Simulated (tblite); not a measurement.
Record of a relaxation.

C6H8BF.
Bonds: C1–C2 (double), C2–C3, C2–C4, C4–C5, C5–C6 (triple), C6–B7, B7–F8. Hydrogens: H9, H10 on C1; H11, H12, H13 on C3; H14, H15 on C4; H16 on B7.

Computed with GFN2-xTB (tblite), gas phase: L-BFGS steps from a force-field or distance-geometry start until the largest atomic force falls under 0.01 eV/Å. 11 of its 141 geometries are shown.

Step 0: E = -621.3689 eV, largest atomic force 3.301 eV/Å
```
atom  x, y, z in Å  |  force x, y, z in eV/Å
C1     -1.148   -1.306    0.861   -0.309   0.837  -0.817
C2     -1.169   -0.431   -0.172    0.139  -1.420   1.479
C3     -2.293    0.536   -0.292   -0.744   0.490  -0.336
C4     -0.052   -0.451   -1.191    0.388   0.003  -0.040
C5      1.193    0.044   -0.585   -1.514  -0.670  -0.858
C6      2.211    0.459   -0.109    1.832   0.693   1.152
B7      3.516    0.988    0.510   -0.791  -0.151   2.288
F8      3.664    1.049    1.954   -0.321  -0.172  -3.281
H9     -0.347   -2.027    0.976   -0.264   0.188   0.049
H10    -1.960   -1.303    1.601    0.634  -0.062  -0.442
H11    -2.359    1.178    0.609   -0.030  -0.394  -0.484
H12    -3.263   -0.015   -0.407    0.773   0.524   0.144
H13    -2.176    1.201   -1.169   -0.068  -0.331   0.424
H14     0.112   -1.497   -1.549   -0.005   0.680   0.217
H15    -0.307    0.181   -2.058    0.138  -0.203   0.222
H16     4.372    1.404   -0.169    0.142  -0.011   0.284
```

Step 14: E = -621.7604 eV, largest atomic force 0.063 eV/Å
```
atom  x, y, z in Å  |  force x, y, z in eV/Å
C1     -1.148   -1.312    0.860   -0.012  -0.039   0.007
C2     -1.173   -0.456   -0.148    0.035   0.030   0.014
C3     -2.285    0.541   -0.304    0.002  -0.007  -0.016
C4     -0.053   -0.438   -1.169    0.008  -0.001   0.019
C5      1.173    0.055   -0.578   -0.017  -0.014  -0.037
C6      2.196    0.461   -0.078   -0.022   0.018  -0.029
B7      3.474    0.989    0.514   -0.035   0.004   0.015
F8      3.618    1.023    1.826    0.030   0.004   0.026
H9     -0.351   -2.025    0.987    0.004  -0.001  -0.005
H10    -1.928   -1.328    1.602    0.006  -0.006   0.014
H11    -2.356    1.175    0.579    0.006  -0.012  -0.010
H12    -3.234    0.020   -0.417   -0.030   0.021  -0.001
H13    -2.139    1.180   -1.171    0.021   0.009  -0.014
H14     0.138   -1.456   -1.528   -0.014   0.046  -0.013
H15    -0.307    0.191   -2.028   -0.013  -0.053   0.031
H16     4.366    1.389   -0.137    0.030   0.001   0.000
```

Step 28: E = -621.7623 eV, largest atomic force 0.018 eV/Å
```
atom  x, y, z in Å  |  force x, y, z in eV/Å
C1     -1.148   -1.321    0.863   -0.003  -0.007   0.014
C2     -1.172   -0.459   -0.140   -0.004  -0.012  -0.012
C3     -2.278    0.543   -0.305    0.000   0.010  -0.001
C4     -0.058   -0.442   -1.166    0.015   0.006  -0.004
C5      1.168    0.065   -0.586    0.016  -0.002  -0.001
C6      2.185    0.484   -0.086    0.009   0.001  -0.001
B7      3.469    0.995    0.514   -0.009   0.011  -0.003
F8      3.616    1.020    1.826   -0.011  -0.004  -0.003
H9     -0.350   -2.033    0.984    0.006  -0.006  -0.010
H10    -1.923   -1.341    1.609   -0.014   0.004   0.011
H11    -2.349    1.180    0.575   -0.005  -0.004   0.017
H12    -3.234    0.035   -0.426   -0.001   0.005   0.008
H13    -2.118    1.180   -1.172    0.004   0.010  -0.009
H14     0.135   -1.458   -1.525    0.011   0.003   0.009
H15    -0.325    0.177   -2.026   -0.002  -0.006  -0.012
H16     4.374    1.384   -0.130   -0.012  -0.008  -0.003
```

Step 42: E = -621.7639 eV, largest atomic force 0.029 eV/Å
```
atom  x, y, z in Å  |  force x, y, z in eV/Å
C1     -1.156   -1.336    0.854   -0.007   0.005  -0.013
C2     -1.169   -0.467   -0.144   -0.007   0.004   0.015
C3     -2.258    0.560   -0.291    0.016  -0.004   0.001
C4     -0.056   -0.461   -1.172   -0.023  -0.002   0.004
C5      1.156    0.090   -0.606    0.000  -0.013   0.007
C6      2.168    0.523   -0.106    0.003  -0.012   0.002
B7      3.451    1.012    0.510    0.007   0.023   0.003
F8      3.579    1.026    1.824   -0.005   0.005   0.005
H9     -0.371   -2.066    0.963   -0.012   0.004   0.002
H10    -1.926   -1.344    1.607    0.006  -0.004  -0.008
H11    -2.325    1.174    0.606    0.002  -0.015  -0.013
H12    -3.222    0.070   -0.429    0.026   0.013   0.001
H13    -2.082    1.215   -1.141    0.011  -0.009   0.015
H14     0.168   -1.484   -1.488   -0.014  -0.006  -0.005
H15    -0.339    0.115   -2.056    0.000   0.007  -0.007
H16     4.374    1.380   -0.119   -0.002   0.004  -0.009
```

Step 56: E = -621.7830 eV, largest atomic force 0.088 eV/Å
```
atom  x, y, z in Å  |  force x, y, z in eV/Å
C1     -1.236   -1.440    0.809   -0.055  -0.022  -0.024
C2     -1.151   -0.523   -0.140    0.036   0.049   0.033
C3     -2.073    0.661   -0.203   -0.004  -0.021   0.003
C4     -0.063   -0.604   -1.187    0.026   0.002  -0.062
C5      1.140    0.020   -0.679   -0.059  -0.024   0.061
C6      2.111    0.539   -0.182    0.057  -0.004   0.023
B7      3.329    1.137    0.469    0.006   0.039  -0.027
F8      3.357    1.252    1.785    0.030   0.011  -0.015
H9     -0.562   -2.278    0.855   -0.020  -0.005   0.001
H10    -1.991   -1.390    1.575    0.010   0.007   0.026
H11    -2.160    1.121    0.780   -0.042  -0.001  -0.047
H12    -3.068    0.341   -0.516    0.046   0.047   0.005
H13    -1.716    1.412   -0.907    0.002  -0.051   0.053
H14     0.161   -1.650   -1.410    0.048  -0.020  -0.022
H15    -0.358   -0.107   -2.113   -0.066   0.005  -0.033
H16     4.272    1.517   -0.125   -0.016  -0.012   0.023
```

Step 70: E = -621.8140 eV, largest atomic force 0.125 eV/Å
```
atom  x, y, z in Å  |  force x, y, z in eV/Å
C1     -1.399   -1.573    0.740    0.006   0.000  -0.054
C2     -1.126   -0.604   -0.116    0.004  -0.050   0.022
C3     -1.759    0.753   -0.064    0.009  -0.001   0.014
C4     -0.078   -0.779   -1.192   -0.008  -0.010   0.019
C5      1.102   -0.072   -0.745    0.096   0.041   0.069
C6      2.029    0.532   -0.256   -0.076  -0.008  -0.055
B7      3.138    1.322    0.387    0.016   0.001  -0.017
F8      3.044    1.609    1.674    0.019   0.004  -0.004
H9     -0.929   -2.541    0.660   -0.030   0.017   0.072
H10    -2.102   -1.442    1.546   -0.005  -0.021  -0.044
H11    -2.017    1.025    0.956   -0.066  -0.031   0.009
H12    -2.671    0.761   -0.664    0.039   0.032   0.005
H13    -1.076    1.501   -0.458   -0.019   0.035  -0.014
H14     0.167   -1.835   -1.327    0.023  -0.023  -0.012
H15    -0.418   -0.374   -2.150   -0.009   0.032   0.005
H16     4.087    1.723   -0.180    0.000  -0.017  -0.012
```

Step 84: E = -621.8316 eV, largest atomic force 0.099 eV/Å
```
atom  x, y, z in Å  |  force x, y, z in eV/Å
C1     -1.502   -1.617    0.709   -0.010  -0.020  -0.004
C2     -1.121   -0.645   -0.100   -0.010   0.050  -0.036
C3     -1.671    0.745   -0.003   -0.027   0.063  -0.072
C4     -0.063   -0.820   -1.166    0.011   0.022   0.015
C5      1.110   -0.096   -0.727    0.027   0.030   0.020
C6      2.015    0.563   -0.270   -0.024  -0.021  -0.022
B7      3.115    1.398    0.326    0.071  -0.041  -0.001
F8      3.033    1.747    1.597    0.004   0.025   0.002
H9     -1.105   -2.615    0.648    0.016  -0.044  -0.026
H10    -2.242   -1.442    1.472    0.013  -0.047   0.015
H11    -2.119    0.923    0.970   -0.049  -0.025  -0.022
H12    -2.433    0.900   -0.772    0.071   0.023   0.057
H13    -0.874    1.473   -0.157   -0.055  -0.014  -0.007
H14     0.192   -1.870   -1.327   -0.023  -0.016   0.077
H15    -0.403   -0.400   -2.119   -0.025   0.000   0.016
H16     4.059    1.765   -0.270    0.009   0.015  -0.013
```

Step 98: E = -621.8606 eV, largest atomic force 0.066 eV/Å
```
atom  x, y, z in Å  |  force x, y, z in eV/Å
C1     -1.542   -1.640    0.689   -0.018   0.033  -0.047
C2     -1.159   -0.628   -0.071   -0.039  -0.009   0.005
C3     -1.788    0.729   -0.009   -0.010   0.055   0.036
C4     -0.043   -0.760   -1.080   -0.027  -0.013  -0.006
C5      1.127   -0.030   -0.641   -0.037  -0.028  -0.039
C6      2.089    0.593   -0.258    0.033   0.011   0.025
B7      3.265    1.374    0.268   -0.044   0.033  -0.011
F8      3.252    1.764    1.530    0.038   0.009   0.010
H9     -1.082   -2.612    0.625   -0.014   0.020   0.019
H10    -2.345   -1.532    1.399    0.031  -0.036   0.026
H11    -2.449    0.817    0.851    0.025  -0.009  -0.044
H12    -2.370    0.921   -0.913    0.027  -0.019   0.016
H13    -1.016    1.496    0.057   -0.022  -0.022   0.013
H14     0.226   -1.812   -1.212    0.028   0.023  -0.010
H15    -0.371   -0.359   -2.045    0.043  -0.012   0.003
H16     4.196    1.687   -0.379   -0.016  -0.036   0.004
```

Step 112: E = -621.8661 eV, largest atomic force 0.026 eV/Å
```
atom  x, y, z in Å  |  force x, y, z in eV/Å
C1     -1.574   -1.654    0.669    0.009   0.001   0.003
C2     -1.175   -0.634   -0.071    0.003  -0.012  -0.003
C3     -1.788    0.730    0.003    0.012  -0.014   0.013
C4     -0.040   -0.762   -1.061    0.012  -0.008  -0.014
C5      1.119   -0.018   -0.612   -0.012   0.000  -0.003
C6      2.072    0.614   -0.221   -0.007  -0.009  -0.002
B7      3.272    1.391    0.249   -0.002  -0.002  -0.002
F8      3.321    1.827    1.495   -0.004   0.006   0.003
H9     -1.121   -2.629    0.599    0.012   0.018  -0.006
H10    -2.373   -1.557    1.384   -0.013   0.007  -0.012
H11    -2.530    0.783    0.796   -0.002  -0.002  -0.026
H12    -2.265    0.980   -0.945   -0.008   0.000   0.021
H13    -1.015    1.474    0.192    0.008   0.008   0.005
H14     0.247   -1.810   -1.184   -0.005   0.010   0.012
H15    -0.345   -0.371   -2.038   -0.009  -0.002   0.010
H16     4.188    1.645   -0.443    0.005  -0.002  -0.001
```

Step 126: E = -621.8668 eV, largest atomic force 0.016 eV/Å
```
atom  x, y, z in Å  |  force x, y, z in eV/Å
C1     -1.587   -1.660    0.659    0.002   0.001  -0.002
C2     -1.175   -0.637   -0.070   -0.004  -0.002  -0.002
C3     -1.774    0.732    0.016    0.012   0.004  -0.010
C4     -0.038   -0.768   -1.056   -0.003  -0.007   0.005
C5      1.116   -0.016   -0.614   -0.002   0.008  -0.001
C6      2.065    0.619   -0.219    0.003  -0.002  -0.012
B7      3.267    1.400    0.240   -0.002   0.004   0.003
F8      3.316    1.863    1.475   -0.003   0.004  -0.001
H9     -1.135   -2.634    0.585   -0.008  -0.004  -0.003
H10    -2.397   -1.565    1.363    0.007   0.005   0.000
H11    -2.544    0.775    0.781   -0.007   0.002   0.003
H12    -2.214    1.013   -0.941   -0.010  -0.003   0.000
H13    -1.000    1.462    0.250    0.000  -0.008   0.008
H14     0.255   -1.816   -1.166   -0.006  -0.012   0.001
H15    -0.348   -0.393   -2.037    0.007   0.008   0.006
H16     4.185    1.633   -0.457    0.013   0.001   0.002
```

Step 140: E = -621.8678 eV, largest atomic force 0.009 eV/Å
```
atom  x, y, z in Å  |  force x, y, z in eV/Å
C1     -1.625   -1.675    0.634   -0.001   0.004  -0.004
C2     -1.174   -0.648   -0.066   -0.001  -0.002   0.002
C3     -1.730    0.736    0.053   -0.001   0.002   0.004
C4     -0.034   -0.793   -1.047    0.000   0.003   0.001
C5      1.117   -0.027   -0.623    0.000   0.002   0.002
C6      2.064    0.624   -0.249    0.003   0.000   0.001
B7      3.249    1.432    0.211    0.001  -0.001  -0.001
F8      3.245    1.960    1.422   -0.002   0.005  -0.001
H9     -1.206   -2.663    0.540    0.001  -0.003   0.000
H10    -2.436   -1.568    1.335   -0.002  -0.004   0.000
H11    -2.540    0.771    0.775    0.002  -0.001  -0.003
H12    -2.104    1.080   -0.912   -0.004  -0.003   0.003
H13    -0.945    1.424    0.367    0.004   0.004  -0.003
H14     0.259   -1.843   -1.140    0.002   0.002  -0.003
H15    -0.345   -0.434   -2.035    0.002  -0.001   0.001
H16     4.196    1.633   -0.456   -0.004  -0.008   0.000
```

Q: Summarise the path.

A: The energy falls by 0.4989 eV from step 0 to step 140; nine tenths of that is first reached at step 74. It rises by more than 0.2 meV at step 55. The largest force goes from 3.301 to 0.009 eV/Å. Among the bonds B7–F8 changes most, from 1.453 to 1.321 Å; the atoms move by 0.876 Å rms after alignment.

Q: Follow the three bonds and two angles with the largest change from start to end.

A: 
```tsv
step	E above end (eV)	largest force (eV/Å)	B7–F8 (Å)	C6–B7 (Å)	C1=C2 (Å)	C3–C2–C4 (°)	C1–C2–C3 (°)
0	0.4989	3.301	1.453	1.539	1.354	120.8	119.5
6	0.1168	0.191	1.320	1.507	1.321	119.2	120.4
12	0.1090	0.082	1.320	1.507	1.323	118.2	121.3
18	0.1063	0.035	1.321	1.504	1.323	117.6	121.9
24	0.1057	0.014	1.320	1.505	1.324	117.4	122.0
30	0.1053	0.026	1.320	1.506	1.323	117.3	122.2
37	0.1044	0.021	1.321	1.505	1.323	117.5	122.0
43	0.1038	0.025	1.321	1.505	1.324	117.5	122.0
49	0.1021	0.089	1.321	1.507	1.323	117.4	122.0
55	0.0926	0.442	1.325	1.506	1.324	117.0	122.8
61	0.0731	0.214	1.322	1.504	1.325	116.3	123.3
67	0.0589	0.110	1.321	1.507	1.321	115.4	123.9
73	0.0512	0.063	1.321	1.505	1.322	114.9	123.5
79	0.0421	0.125	1.321	1.506	1.322	113.7	122.8
85	0.0340	0.145	1.320	1.503	1.321	114.3	122.4
91	0.0173	0.170	1.322	1.508	1.323	114.6	122.8
97	0.0081	0.076	1.321	1.506	1.322	114.9	123.2
103	0.0043	0.053	1.321	1.505	1.321	114.7	123.3
110	0.0021	0.055	1.321	1.505	1.322	114.4	123.6
116	0.0014	0.014	1.320	1.505	1.322	114.8	123.4
122	0.0011	0.012	1.320	1.505	1.322	114.8	123.4
128	0.0008	0.019	1.320	1.505	1.322	114.7	123.5
134	0.0003	0.025	1.321	1.505	1.321	114.8	123.5
140	0.0000	0.009	1.321	1.505	1.322	114.9	123.3
```

What follows is the cost of the whole relaxation. Time: 0.65 s. Hardware: one thread, Arm Neoverse V2 (aarch64), shared host.
